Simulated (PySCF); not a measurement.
Mo(NMe2)4, C₈H₂₄MoN₄ (triplet state).
Bonds: Mo1–N2, Mo1–N11, Mo1–N20, Mo1–N29, N2–C3, N2–C4, N11–C12, N11–C13, N20–C21, N20–C22, N29–C30, N29–C31. Hydrogens: H5, H6, H7 on C3; H8, H9, H10 on C4; H14, H15, H16 on C12; H17, H18, H19 on C13; H23, H24, H25 on C21; H26, H27, H28 on C22; H32, H33, H34 on C30; H35, H36, H37 on C31.

Computed by this run: PBE0-D3(BJ)/def2-SVP geometry optimisation, gas phase, def2 core potentials past Kr in PySCF; unrestricted, density fitting, grid level 1; the optimiser is geomeTRIC in internal coordinates, started from a GFN2-xTB structure with every atom displaced at random (about 0.03 Å).

Step 0: E = -16474.3222 eV
```
atom  x, y, z in Å  |  force x, y, z in eV/Å
Mo1     0.0688   -0.0750    0.0133   -3.063   2.003  -0.114
N2     -0.2762    0.0785    1.9495    0.675   0.307  -0.157
C3      0.0610    1.2512    2.6853    3.381  -0.031  -0.397
C4     -0.3032   -1.0520    2.7964   -4.605  -0.198   0.391
H5     -0.6534    1.5000    3.4255   -1.268   0.424   1.211
H6      0.2420    2.1158    2.0203   -0.266  -0.096   0.097
H7      1.0956    1.0882    3.2593   -1.689   0.344  -0.793
H8     -0.6349   -1.9063    2.1797    0.324  -0.290   0.365
H9      0.5293   -1.2748    3.4016    1.997  -0.286   0.747
H10    -1.1918   -0.9087    3.5968    1.526  -0.360  -1.323
N11     1.8398   -0.2720   -0.5807    2.273   0.182  -1.257
C12     3.0304    0.2570    0.1112   -2.354   1.435  -1.184
C13     2.1058   -0.5605   -2.0011    5.187  -0.516   3.161
H14     3.7780   -0.4765    0.1501    1.659  -1.380  -0.016
H15     2.7093    0.4745    1.1174    0.074   0.347   0.843
H16     3.4131    1.2026   -0.3747   -0.144  -0.660   0.328
H17     1.2972   -0.9166   -2.4858   -3.251  -1.309  -1.872
H18     2.5499    0.3051   -2.5005   -0.046   0.360  -0.297
H19     2.9587   -1.3958   -2.0151   -1.551   1.384  -0.273
N20    -0.8907    1.7596   -0.4398    3.673  -2.897  -0.813
C21    -2.1097    2.1856    0.0896    2.889   1.462   2.709
C22    -0.4739    2.4157   -1.6752   -3.910   3.485   4.022
H23    -1.9884    3.2792    0.3455   -0.700  -0.438   0.068
H24    -2.2993    1.5919    0.9846   -0.357   0.116   0.386
H25    -2.8468    2.0460   -0.5874   -3.430  -0.249  -2.558
H26     0.4123    2.1382   -2.0617    3.535  -1.592  -1.459
H27    -1.2973    2.3255   -2.3637   -0.437   0.157  -1.215
H28    -0.3564    3.5735   -1.4035   -0.235  -1.762  -0.828
N29    -0.7843   -1.5900   -0.9098   -1.111   1.207   0.074
C30    -2.1842   -1.6016   -1.3756    1.152  -2.233   0.915
C31    -0.2251   -2.8908   -0.7680    0.491   1.472   2.010
H32    -2.2169   -2.1460   -2.3785   -0.288   0.864   0.764
H33    -2.5703   -0.5926   -1.3666   -0.378   0.488  -0.390
H34    -2.7787   -2.2489   -0.6344    0.229   0.743  -0.881
H35     0.8105   -2.7593   -0.4299    0.141  -0.340   0.186
H36    -0.7714   -3.5247   -0.0606   -0.187  -0.342   0.216
H37    -0.1830   -3.3196   -1.7029    0.064  -1.802  -2.666
```

Step 1: E = -16476.1454 eV
```
atom  x, y, z in Å  |  force x, y, z in eV/Å
Mo1     0.0559   -0.0634    0.0034   -1.098   0.852  -0.018
N2     -0.2749    0.0708    1.9478    0.438  -0.022  -0.189
C3      0.0623    1.2713    2.6621    1.251  -0.086   0.209
C4     -0.2894   -1.0880    2.7893   -1.878   0.020   0.673
H5     -0.6774    1.5252    3.4291   -0.332   0.138   0.224
H6      0.1996    2.1238    1.9781   -0.254  -0.036   0.009
H7      1.0582    1.1615    3.2076   -0.706   0.045  -0.303
H8     -0.5910   -1.9738    2.2055    0.329  -0.078   0.047
H9      0.6222   -1.2717    3.3675    0.585  -0.100  -0.053
H10    -1.1102   -0.9914    3.5821    0.667  -0.026  -0.615
N11     1.8907   -0.2512   -0.5993    0.613   0.172  -0.438
C12     3.0187    0.3054    0.1403   -1.058   0.068  -0.444
C13     2.2117   -0.5360   -1.9949    1.538  -0.518   1.244
H14     3.8240   -0.4278    0.2046    0.487  -0.199   0.012
H15     2.6799    0.5325    1.1579    0.115   0.104   0.210
H16     3.3920    1.2424   -0.3270    0.102  -0.144   0.087
H17     1.3580   -0.9254   -2.5270   -0.575  -0.128  -0.368
H18     2.6400    0.3492   -2.4936   -0.170   0.179  -0.234
H19     3.0343   -1.3177   -2.0250   -0.603   0.446  -0.127
N20    -0.8630    1.6897   -0.4353    1.194  -1.138  -0.357
C21    -2.1072    2.1482    0.0986    0.852   0.342   0.602
C22    -0.4737    2.3469   -1.6638   -0.931   1.546   1.268
H23    -2.0358    3.2329    0.3588   -0.231  -0.222  -0.043
H24    -2.3329    1.5823    1.0117   -0.130   0.061   0.089
H25    -2.9251    2.0163   -0.6052   -0.670  -0.005  -0.469
H26     0.4738    2.0029   -2.0485    0.535  -0.471  -0.323
H27    -1.2779    2.2751   -2.4121    0.031  -0.082  -0.467
H28    -0.3406    3.4607   -1.4564   -0.077  -0.756  -0.307
N29    -0.8078   -1.5740   -0.9010   -0.326   0.258   0.119
C30    -2.2029   -1.5175   -1.3192    0.580  -1.051   0.580
C31    -0.2842   -2.9155   -0.7909    0.192   0.674   0.186
H32    -2.3124   -2.0092   -2.3133   -0.141   0.422   0.091
H33    -2.5510   -0.4813   -1.3062   -0.149   0.119  -0.282
H34    -2.8340   -2.1160   -0.6116    0.019   0.280  -0.240
H35     0.7656   -2.8661   -0.4639   -0.001  -0.084   0.086
H36    -0.8504   -3.5359   -0.0722   -0.067  -0.119   0.005
H37    -0.2794   -3.3987   -1.7677   -0.129  -0.461  -0.464
```

Step 2: E = -16476.4455 eV
```
atom  x, y, z in Å  |  force x, y, z in eV/Å
Mo1     0.0468   -0.0145   -0.0068   -0.104  -0.222   0.306
N2     -0.2591    0.0928    1.9402    0.166  -0.083   0.131
C3     -0.0109    1.2535    2.7559   -0.200   0.137  -0.255
C4     -0.2502   -1.1086    2.7291    0.061  -0.174  -0.182
H5     -0.8053    1.3986    3.5153   -0.022   0.010  -0.014
H6      0.0395    2.1571    2.1323   -0.050   0.056   0.018
H7      0.9415    1.1804    3.3085    0.216  -0.049   0.102
H8     -0.4607   -1.9846    2.0966    0.102  -0.079   0.000
H9      0.7150   -1.2674    3.2535    0.030  -0.072  -0.023
H10    -1.0315   -1.0935    3.5025   -0.215   0.068   0.226
N11     1.9052   -0.2268   -0.5961    0.224   0.069  -0.011
C12     3.0059    0.3461    0.1416   -0.220  -0.086   0.040
C13     2.2601   -0.5624   -1.9538   -0.079   0.152   0.203
H14     3.8378   -0.3761    0.2419    0.074   0.006  -0.006
H15     2.6837    0.6195    1.1598    0.023   0.002  -0.007
H16     3.4068    1.2575   -0.3432    0.068   0.055  -0.023
H17     1.3858   -0.9645   -2.4801   -0.043  -0.011  -0.128
H18     2.6469    0.3175   -2.5082   -0.074   0.020  -0.080
H19     3.0541   -1.3231   -1.9868    0.193  -0.212   0.003
N20    -0.7970    1.6769   -0.4706    0.012   0.353  -0.293
C21    -2.0191    2.1552    0.1143   -0.005   0.091   0.105
C22    -0.4734    2.3094   -1.7247   -0.194  -0.020   0.021
H23    -1.9683    3.2390    0.3369   -0.010   0.045  -0.012
H24    -2.2234    1.6279    1.0577   -0.018   0.016  -0.042
H25    -2.8884    2.0065   -0.5583   -0.057  -0.012  -0.027
H26     0.4541    1.8903   -2.1381    0.043  -0.061  -0.093
H27    -1.2807    2.2011   -2.4805    0.039  -0.104  -0.016
H28    -0.3121    3.3927   -1.6087    0.048   0.234   0.093
N29    -0.8432   -1.5250   -0.8782   -0.163  -0.234  -0.023
C30    -2.2334   -1.5076   -1.2706    0.187   0.033   0.183
C31    -0.3166   -2.8652   -0.7963    0.143   0.130  -0.070
H32    -2.3691   -1.9601   -2.2692   -0.020   0.049  -0.124
H33    -2.6067   -0.4747   -1.2934   -0.071   0.033  -0.085
H34    -2.8754   -2.0861   -0.5762   -0.023  -0.003   0.073
H35     0.7428   -2.8391   -0.4965   -0.012  -0.038   0.018
H36    -0.8696   -3.4874   -0.0633   -0.001  -0.045   0.000
H37    -0.3663   -3.3790   -1.7762   -0.048  -0.053  -0.007
```

**Question.** Estimate the geometry and energy of step 3. (The exact step hangs on the optimiser's Hessian estimate; all steps are aligned on step 2, rigid shifts and turns removed.)

**Answer.** E = -16476.4880 eV, largest force 0.333 eV/Å
```
atom  x, y, z in Å  |  force x, y, z in eV/Å
Mo1     0.0343   -0.0247    0.0021   -0.195   0.270  -0.024
N2     -0.2515    0.0447    1.9521    0.113  -0.111  -0.111
C3     -0.0263    1.2303    2.7403   -0.197  -0.039   0.018
C4     -0.2064   -1.1666    2.7354    0.137   0.055  -0.038
H5     -0.8121    1.3572    3.5148    0.049  -0.006  -0.025
H6     -0.0362    2.1275    2.1045    0.008  -0.013   0.000
H7      0.9447    1.1996    3.2724    0.090   0.005   0.039
H8     -0.3828   -2.0514    2.1031   -0.001   0.025  -0.025
H9      0.7755   -1.3053    3.2400   -0.072  -0.007   0.000
H10    -0.9819   -1.1697    3.5234   -0.050   0.020   0.059
N11     1.9079   -0.2275   -0.5782   -0.116   0.028   0.071
C12     2.9794    0.3716    0.1746    0.057  -0.032   0.039
C13     2.2905   -0.5840   -1.9209   -0.115   0.029  -0.008
H14     3.8308   -0.3290    0.2988   -0.032   0.023  -0.009
H15     2.6396    0.6532    1.1853   -0.008  -0.015  -0.031
H16     3.3807    1.2847   -0.3113    0.007   0.027  -0.011
H17     1.4319   -1.0148   -2.4601    0.052   0.009   0.006
H18     2.6526    0.2928   -2.5001   -0.016  -0.020   0.005
H19     3.1044   -1.3331   -1.9314    0.064  -0.044   0.022
N20    -0.8075    1.7054   -0.4897    0.091  -0.088  -0.011
C21    -2.0161    2.2370    0.0865   -0.023  -0.104  -0.014
C22    -0.4895    2.3201   -1.7533    0.038  -0.197  -0.088
H23    -1.9392    3.3254    0.2766    0.037   0.043  -0.009
H24    -2.2401    1.7450    1.0435   -0.010  -0.012   0.003
H25    -2.8951    2.0954   -0.5822    0.046  -0.007   0.049
H26     0.4260    1.8726   -2.1765   -0.026   0.052  -0.011
H27    -1.2995    2.1978   -2.5058    0.019  -0.014   0.035
H28    -0.3107    3.4063   -1.6527    0.019   0.089   0.046
N29    -0.8508   -1.5452   -0.8716    0.096  -0.016   0.066
C30    -2.2487   -1.5021   -1.2168   -0.002   0.017   0.007
C31    -0.3162   -2.8849   -0.8371   -0.033   0.025  -0.102
H32    -2.4263   -1.9194   -2.2261   -0.004  -0.024  -0.052
H33    -2.6168   -0.4646   -1.2201    0.015   0.001   0.003
H34    -2.8803   -2.0814   -0.5133   -0.014  -0.024   0.043
H35     0.7526   -2.8721   -0.5722   -0.022   0.023  -0.003
H36    -0.8433   -3.5266   -0.0999    0.009  -0.008   0.006
H37    -0.4082   -3.3877   -1.8234   -0.011   0.043   0.058
```

The energy changes by -0.0425 eV. The first-order estimate −F·Δx gives -0.0899 eV and the mean of the old and new forces, exact on a quadratic surface, -0.0413 eV. The step makes an angle of 79° with the force vector and moves no atom by more than 0.119 Å.

What follows is the cost of the whole optimisation. The run took 38 min wall on one thread of an Arm Neoverse V1, no GPU, shared host, and the process peaked at 2.5 GiB of memory.
